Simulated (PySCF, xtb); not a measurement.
Sn(H)3(SMe) (CH6SSn), SMILES C[S][SnH3].

Harmonic wavenumbers (cm⁻¹) from GFN2-xTB in xtb at its own minimum, in rising order: 83, 125, 146, 326, 384, 409, 633, 671, 699, 722, 950, 956, 1325, 1449, 1459, 1507, 1709, 1788, 3026, 3031, 3055.

### Question
What does B3LYP-D3(BJ)/def2-SVP (PySCF 2.14.0) give at its own minimum? (Estimate from the structure and the level; the computed values follow.)

### Answer
67, 141, 148, 345, 459, 460, 683, 700, 701, 724, 960, 971, 1336, 1452, 1459, 1885, 1888, 1922, 3037, 3135, 3143. Paired by order, the mean absolute difference is 57 cm⁻¹ and the zero-point energies are 35.0 and 36.6 kcal/mol.
